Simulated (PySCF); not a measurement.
C₉H₅N₃S₂, SMILES c1cc(-c2nccs2)c2nsnc2c1. Atoms are numbered in the order given.

```xyz
19

C      2.6951    -1.4379     0.0000
C      2.1966    -0.1023     0.0000
C      0.8426     0.1881     0.0000
C      0.3832     1.5769     0.0000
N      1.2057     2.5993     0.0000
C      0.5397     3.7869     0.0000
C     -0.8311     3.6948     0.0000
S     -1.3168     2.0383     0.0000
C     -0.0572    -0.9308     0.0000
N     -1.3897    -0.8713     0.0000
S     -1.9407    -2.4193     0.0000
N     -0.5088    -3.2181     0.0000
C      0.4570    -2.2933     0.0000
C      1.8614    -2.5314     0.0000
H      3.7777    -1.5849     0.0000
H      2.8926     0.7377     0.0000
H      1.1018     4.7225     0.0000
H     -1.5622     4.5011     0.0000
H      2.2360    -3.5554     0.0000
```

Geometry optimised at B3LYP-D3(BJ)/def2-SVP. The structure was generated by enumeration, and PubChem lists no compound with its InChIKey, so it may never have been made. Other conformers were not sampled.

Two levels are set side by side: PBE/pcSseg-1 (PySCF) and PBE0/pcSseg-1 (PySCF). GIAO shifts against H2S (³³S), NH3 (¹⁵N), TMS (¹H), TMS (¹³C) at the same level; non-relativistic, no solvent, atoms listed together averaged. Differences are taken from unrounded values.

| quantity | PBE0 |
|---|---|
| δ(¹³C) of C1 (ppm) | 138.2 |
| δ(¹³C) of C2 (ppm) | 135.6 |
| δ(¹³C) of C3 (ppm) | 133.0 |
| δ(¹³C) of C4 (ppm) | 171.5 |
| δ(¹⁵N) of N5 (ppm) | 355.6 |
| δ(¹³C) of C6 (ppm) | 149.9 |
| δ(¹³C) of C7 (ppm) | 135.3 |
| δ(³³S) of S8 (ppm) | 511.6 |
| δ(¹³C) of C9 (ppm) | 158.9 |
| δ(¹⁵N) of N10 (ppm) | 393.0 |
| δ(³³S) of S11 (ppm) | 798.7 |
| δ(¹⁵N) of N12 (ppm) | 403.0 |
| δ(¹³C) of C13 (ppm) | 162.2 |
| δ(¹³C) of C14 (ppm) | 130.5 |
| δ(¹H) of H15 (ppm) | 8.26 |
| δ(¹H) of H16 (ppm) | 9.63 |
| δ(¹H) of H17 (ppm) | 8.43 |
| δ(¹H) of H18 (ppm) | 7.80 |
| δ(¹H) of H19 (ppm) | 8.57 |

**Question.** What does PBE give, and how far is it from PBE0? (An estimate is asked for; the answer gives what the named calculation found.)

**Answer.** 
```json
[
 {"quantity": "δ(¹³C) of C1 (ppm)", "PBE": "136.1", "PBE minus PBE0": "-2.1"},
 {"quantity": "δ(¹³C) of C2 (ppm)", "PBE": "132.3", "PBE minus PBE0": "-3.4"},
 {"quantity": "δ(¹³C) of C3 (ppm)", "PBE": "131.5", "PBE minus PBE0": "-1.6"},
 {"quantity": "δ(¹³C) of C4 (ppm)", "PBE": "167.0", "PBE minus PBE0": "-4.4"},
 {"quantity": "δ(¹⁵N) of N5 (ppm)", "PBE": "351.0", "PBE minus PBE0": "-4.6"},
 {"quantity": "δ(¹³C) of C6 (ppm)", "PBE": "147.8", "PBE minus PBE0": "-2.1"},
 {"quantity": "δ(¹³C) of C7 (ppm)", "PBE": "133.1", "PBE minus PBE0": "-2.1"},
 {"quantity": "δ(³³S) of S8 (ppm)", "PBE": "521.5", "PBE minus PBE0": "9.9"},
 {"quantity": "δ(¹³C) of C9 (ppm)", "PBE": "155.8", "PBE minus PBE0": "-3.1"},
 {"quantity": "δ(¹⁵N) of N10 (ppm)", "PBE": "378.3", "PBE minus PBE0": "-14.7"},
 {"quantity": "δ(³³S) of S11 (ppm)", "PBE": "784.2", "PBE minus PBE0": "-14.5"},
 {"quantity": "δ(¹⁵N) of N12 (ppm)", "PBE": "387.0", "PBE minus PBE0": "-16.0"},
 {"quantity": "δ(¹³C) of C13 (ppm)", "PBE": "159.7", "PBE minus PBE0": "-2.5"},
 {"quantity": "δ(¹³C) of C14 (ppm)", "PBE": "127.5", "PBE minus PBE0": "-3.1"},
 {"quantity": "δ(¹H) of H15 (ppm)", "PBE": "8.11", "PBE minus PBE0": "-0.14"},
 {"quantity": "δ(¹H) of H16 (ppm)", "PBE": "9.41", "PBE minus PBE0": "-0.22"},
 {"quantity": "δ(¹H) of H17 (ppm)", "PBE": "8.32", "PBE minus PBE0": "-0.11"},
 {"quantity": "δ(¹H) of H18 (ppm)", "PBE": "7.68", "PBE minus PBE0": "-0.12"},
 {"quantity": "δ(¹H) of H19 (ppm)", "PBE": "8.37", "PBE minus PBE0": "-0.20"}
]
```

Rough cost on one machine, each run with all the roots and properties that it gave: PBE0 against PBE within a factor of 2.
